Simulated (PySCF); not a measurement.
Method: PBE0-D3(BJ)/def2-SVP geometry optimisation, gas phase (PySCF 2.14.0). One conformer each, none proved a minimum here. Atom numbers follow the mapped SMILES.

Question: Rank these C–S bonds from shortest to longest.
A. C2–S3 in `[CH2:1]=[CH:2][S:3]([CH3:4])(=[O:5])=[O:6]` with C1–C2–S3–C4 -115°
B. C4–S5 in `[CH3:1][c:2]1[cH:3][cH:4][s:5][cH:6]1`
C. C2–S3 in `[CH3:1][CH2:2][SH:3]` with C1–C2–S3–H -64°

Answer: B (1.717 Å), A (1.778 Å), C (1.821 Å).

- 1.717 Å: aromatic, aromatic CH next to a ring sulfur to thiophene-type sulfur, in a 5-membered ring
- 1.778 Å: drawn single, alkene CH carbon to sulfonyl sulfur
- 1.821 Å: drawn single, sp3 carbon bound to sulfur to thiol sulfur

Question: Order the C–C distances, shortest first.
A. C3–C4 in `[O:1]=[CH:2][c:3]1[cH:4][cH:5][o:6][cH:7]1` with O1–C2–C3–C4 0°
B. C6–C7 in `[CH3:1][NH:2][c:3]1[cH:4][cH:5][cH:6][cH:7][n:8]1` with C1–N2–C3–C4 -1°
C. C2–C3 in `[CH3:1][CH2:2][CH:3]([OH:4])[CH2:5][CH3:6]` with C1–C2–C3–O4 -57°, C2–C3–O4–H -62°, C2–C3–C5–C6 -177°
D. C1–C2 in `[CH2:1]=[CH:2][S:3]([CH3:4])(=[O:5])=[O:6]` with C1–C2–S3–C4 -115°
E. C2–C5 in `[CH3:1][C@:2]1([F:3])[CH2:4][C:5]1([F:6])[F:7]`

Answer: D (1.329 Å), B (1.394 Å), A (1.436 Å), E (1.486 Å), C (1.525 Å).

- 1.329 Å: drawn double, terminal =CH2 carbon to alkene CH carbon
- 1.394 Å: aromatic, aromatic CH carbon to aromatic CH next to a ring nitrogen, in a 6-membered ring
- 1.436 Å: aromatic, substituted aromatic carbon to aromatic CH carbon, in a 5-membered ring
- 1.486 Å: drawn single, sp3 C–F carbon to CF2 carbon, in a 3-membered ring
- 1.525 Å: drawn single, chain CH2 carbon to carbinol carbon (C–OH)

Question: Order these C–C–S angles, narrowest first.
A. C1–C2–S3 in `[CH3:1][CH2:2][SH:3]` with C1–C2–S3–H -64°
B. C2–C6–S5 in `[CH3:1][c:2]1[cH:3][cH:4][s:5][cH:6]1`
C. C1–C2–S3 in `[CH2:1]=[CH:2][S:3]([CH3:4])(=[O:5])=[O:6]` with C1–C2–S3–C4 -115°

Answer: B (112.4°), A (114.2°), C (119.3°).
